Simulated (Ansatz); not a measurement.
Start from `O[SiH2][CH2][GeH2][OH]` and change one atom or group to get `[OH][GeH2][CH2]Cl`.

Ansatz, PBE0-D4/def2-TZVP geometries, multiplicity 1. Each molecule was computed in one conformer, which needn't be the lowest.

Scalar relativity is left out up to krypton.

```csv
property,`O[SiH2][CH2][GeH2][OH]`
LUMO energy (PBE0/def2-TZVPP) / eV,-0.07
HOMO–LUMO gap (PBE0/def2-TZVPP) / eV,8.16
HOMO energy (B3LYP/def2-TZVPP) / eV,-8.00
size of the dipole moment (B3LYP/def2-TZVPP) / D,3.16
HOMO–LUMO gap (ωB97M-V/def2-TZVPP) / eV,12.11
LUMO energy (PBE/def2-TZVPP) / eV,-0.94
```

What does the change do to each property? (Estimate.)

The calculation gave: 
```csv
property,`[OH][GeH2][CH2]Cl`,shift
LUMO energy (PBE0/def2-TZVPP) / eV,0.04,0.11
HOMO–LUMO gap (PBE0/def2-TZVPP) / eV,8.07,-0.09
HOMO energy (B3LYP/def2-TZVPP) / eV,-7.81,0.19
size of the dipole moment (B3LYP/def2-TZVPP) / D,1.66,-1.50
HOMO–LUMO gap (ωB97M-V/def2-TZVPP) / eV,12.18,0.07
LUMO energy (PBE/def2-TZVPP) / eV,-0.94,0.00
```

With PBE0 the HOMO rises by 0.18 eV and the LUMO rises by 0.11 eV, so the gap narrows by about 0.07 eV. PBE moves the HOMO by 0.09 eV and ωB97M-V by 0.25 eV. Dipoles are sizes alone; their direction can turn.

B3LYP here is the variant with VWN-RPA as its local correlation; programs differ in this.
